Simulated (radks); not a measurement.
Results of a calculation; reference values are marked as such.
All-electron atom: the lithium ion Li+ in [He]. Level of theory: non-relativistic Kohn-Sham, BP86, spin-polarised, spherical densities, point nucleus (a radial shooting solver on a logarithmic mesh with Libxc functionals).

Radial electron density D(r) = 4 pi r^2 rho(r):

```
   r/bohr * D(r) (the largest magnitude, 2.79, reaches the edge; | marks zero)
  0.03394 |  *
  0.03951 |   *
  0.04637 |     *
  0.05398 |      *
  0.06335 |        *
  0.07375 |           *
  0.08654 |              *
   0.1016 |                  *
   0.1182 |                       *
   0.1387 |                            *
   0.1615 |                                 *
   0.1895 |                                       *
   0.2207 |                                            *
    0.259 |                                                 *
   0.3015 |                                                     *
   0.3538 |                                                      *
   0.4118 |                                                     *
   0.4833 |                                                  *
   0.5626 |                                            *
   0.6603 |                                    *
   0.7686 |                            *
    0.902 |                   *
     1.05 |            *
    1.232 |      *
    1.435 |   *
    1.684 | *
     1.96 |*
      2.3 *
```

D(r) has 1 maximum, at r = 0.359 bohr.
